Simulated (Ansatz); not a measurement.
Isolated molecules relaxed with PBE0-D4/def2-TZVP in Ansatz; ΔE leaves out vibrations. CBS: MP2 limit from def2 TZ/QZ plus the TZ coupled-cluster correction, frozen cores. This one scheme is used for every species. Elements past krypton have def2 core potentials. For In outer-core shells are correlated without core-valence functions, which leaves a few kJ/mol of doubt a bond. Each species was taken in one conformer, which may not be the lowest.

`[CH3][In]([F])[SH]` + `CNC` → `C[N](C)[In]([F])[SH]` + CH₄  (ligand exchange at the In–C bond)

| species | HF/CBS(def2) energy (Eh) |
| --- | --- |
| `[CH3][In]([F])[SH]` | -726.54177 |
| `CNC` | -134.30496 |
| `C[N](C)[In]([F])[SH]` | -820.63270 |
| CH₄ | -40.21695 |

Work out ΔE.

ΔE = (-820.63270) + (-40.21695) − (-726.54177) − (-134.30496) = -0.00292 Eh = -1.8 kcal/mol. CCSD(T)/CBS gives -4.7 kcal/mol.

Largest T1 diagnostic among the species: 0.015.

In def2-TZVPP, CCSD(T) changes the Hartree–Fock value by −2.3 kcal/mol (the triples alone add −0.7 kcal/mol) and MP2 by −3.0 kcal/mol. The D4 term adds −1.8 kcal/mol with B3LYP and −1.1 kcal/mol with PBE0; it sums over pairs of atoms, weighted by their polarisabilities, and B3LYP, whose exchange is more repulsive, gets the larger term.

B3LYP here is the variant with VWN-RPA as its local correlation; programs differ in this.
